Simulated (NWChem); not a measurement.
## Basis-set convergence for CH3ISi

```xyz
6

Si    -1.2944     1.1575     0.0000
I      0.3350    -0.7665     0.0000
C     -0.0470     2.6134     0.0000
H     -0.5879     3.5834     0.0000
H      0.6176     2.5766    -0.8911
H      0.6176     2.5766     0.8911
```
Charge 0, spin multiplicity 1.

Everything below was run with NWChem. The geometry was optimised at PBE/def2-SVP with def2 effective core potentials on I, a minimum by its harmonic frequencies.

Quantity: vertical ionisation energy at the level ΔMP2 (Δ: difference of total energies, the cation a doublet at the parent's geometry with its hole in an orbital of symmetry a' (Cs labels); it is the state that the SCF runs reached, from PBE0 orbitals for Hartree-Fock references, and need not be the lowest).

Effective core potentials replace the inner electrons of I; spin-orbit coupling is left out. The correlated methods keep 10 core orbitals frozen. The structure started from a generated list of species. No SCF solution was tested for a lower state. Open-shell Hartree-Fock references start from PBE0 orbitals; any time given for them includes that run.

The cost column gives rough processor time relative to def2-SVP; each entry includes its own SCF.

```tsv
basis	functions	vertical ionisation energy (eV)	relative cost
def2-SVP	73	8.53	1
def2-SVPD	103	8.60	under 3
def2-TZVP	136	8.69	5
def2-TZVPP	165	8.71	7
```

Smallest basis within 0.05 eV of def2-TZVPP, the largest set run: def2-TZVP, with 136 functions against 165. def2-TZVPP isn't the basis-set limit itself, and a small set can land close by cancellation.
